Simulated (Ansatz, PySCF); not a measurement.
Gas-phase reaction (SMILES): O=[Si]=O [dioxosilane] + 4 [H][H] (H2) -> 2 O (H2O) + [SiH4] (SiH4); energy of full hydrogenation.

Each molecule is optimised on its own at B3LYP-D3(BJ)/def2-TZVP (Ansatz, a first-principles code). Correlated levels leave the core frozen unless marked. No spin-orbit coupling. No relativistic terms. CBS(X,Y): correlation extrapolated as X^-3; Hartree-Fock from the larger set. Thermal terms are rigid-rotor harmonic-oscillator values from B3LYP-D3(BJ) frequencies (PySCF) at 298.15 K and 1 atm. 1 Eh = 627.5095 kcal/mol.

| species | E, CCSD(T)/CBS(cc-pV(T+d)Z,cc-pV(Q+d)Z) (Ansatz) (Eh) | E, PBE/def2-TZVPD (Ansatz) (Eh) | H - E (Eh) | G - E (Eh) |
|---|---|---|---|---|
| O=[Si]=O | -439.42000 | -439.73664 | 0.01111 | -0.01520 |
| [H][H] (H2) | -1.17450 | -1.16589 | 0.01336 | -0.00144 |
| O (H2O) | -76.37426 | -76.38111 | 0.02495 | 0.00353 |
| [SiH4] (SiH4) | -291.45815 | -291.72111 | 0.03520 | 0.01198 |

Q: Work out ΔE and ΔH, ΔG, ΔS and the equilibrium constant at 298.15 K at the first level, then ΔH at the second.

A: 
1. ΔE = [2×(-76.37426) + (-291.45815)] - [(-439.42000) + 4×(-1.17450)] = -0.08867 Eh = -55.6 kcal/mol at CCSD(T)/CBS(cc-pV(T+d)Z,cc-pV(Q+d)Z).
2. The terms H - E add up to 0.02055 Eh, so ΔH = (-0.08867 + (0.02055))×627.5095 = -42.7 kcal/mol.
3. The terms G - E add up to 0.04000 Eh, so ΔG = -30.5 kcal/mol, and ΔS = (0.02055 - (0.04000))×627509.5/298.15 = -40.9 cal/(mol K).
4. log10 K = -ΔG/(RT ln 10) = 22.4, with RT ln 10 = 1.3642 kcal/mol.
5. With ΔH and ΔS taken as constant, ΔG changes sign near ΔH/ΔS = 1040 K, a rough figure that leaves out heat capacities.
6. At PBE/def2-TZVPD the same steps give ΔE = -52.2 and ΔH = -39.3 kcal/mol, a shift of +3.4 from the first level.
7. These values are not checked against measurement here, since the tables used lack a sound gas-phase enthalpy of formation for at least one species.
